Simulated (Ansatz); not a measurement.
Process, species as SMILES: O=BF → B atom + F atom + O atom
B3LYP-D3(BJ)/def2-TZVP geometries, fixed; electronic energies without zero-point terms.

Basis-set convergence of the atomisation energy at PBE with Ansatz (an electronic-structure program). Cartesian d functions, on some or all atoms, in 6-31+G*; all else is spherical. The program fits the integrals of some runs and decomposes those of others, by size. Open shells are unrestricted. No added dispersion term, no relativity. Functions are those of the species that has most. Reference: the value in aug-pcseg-3, 372.90 kcal/mol, itself unsure by roughly 0.22 kcal/mol (its mean distance from aug-cc-pVQZ, cc-pV5Z, def2-QZVPPD). Deviations are taken from unrounded values.

```json
[
 {"basis": "pcseg-0", "functions": "27", "atomisation energy (kcal/mol)": "352.41", "minus reference (kcal/mol)": "-20.49"},
 {"basis": "def2-SVP", "functions": "42", "atomisation energy (kcal/mol)": "379.53", "minus reference (kcal/mol)": "6.63"},
 {"basis": "6-31+G*", "functions": "57", "atomisation energy (kcal/mol)": "366.68", "minus reference (kcal/mol)": "-6.21"},
 {"basis": "6-311+G**", "functions": "66", "atomisation energy (kcal/mol)": "367.13", "minus reference (kcal/mol)": "-5.77"},
 {"basis": "def2-SVPD", "functions": "66", "atomisation energy (kcal/mol)": "374.03", "minus reference (kcal/mol)": "1.13"},
 {"basis": "aug-pcseg-1", "functions": "69", "atomisation energy (kcal/mol)": "368.99", "minus reference (kcal/mol)": "-3.91"},
 {"basis": "6-311++G(2d,2p)", "functions": "81", "atomisation energy (kcal/mol)": "371.46", "minus reference (kcal/mol)": "-1.44"},
 {"basis": "cc-pVTZ", "functions": "90", "atomisation energy (kcal/mol)": "373.67", "minus reference (kcal/mol)": "0.78"},
 {"basis": "aug-cc-pVTZ", "functions": "138", "atomisation energy (kcal/mol)": "371.43", "minus reference (kcal/mol)": "-1.47"},
 {"basis": "cc-pVQZ", "functions": "165", "atomisation energy (kcal/mol)": "374.06", "minus reference (kcal/mol)": "1.16"},
 {"basis": "def2-QZVPP", "functions": "171", "atomisation energy (kcal/mol)": "372.57", "minus reference (kcal/mol)": "-0.33"},
 {"basis": "def2-QZVPPD", "functions": "195", "atomisation energy (kcal/mol)": "372.34", "minus reference (kcal/mol)": "-0.56"},
 {"basis": "aug-cc-pVQZ", "functions": "240", "atomisation energy (kcal/mol)": "372.87", "minus reference (kcal/mol)": "-0.03"}
]
```
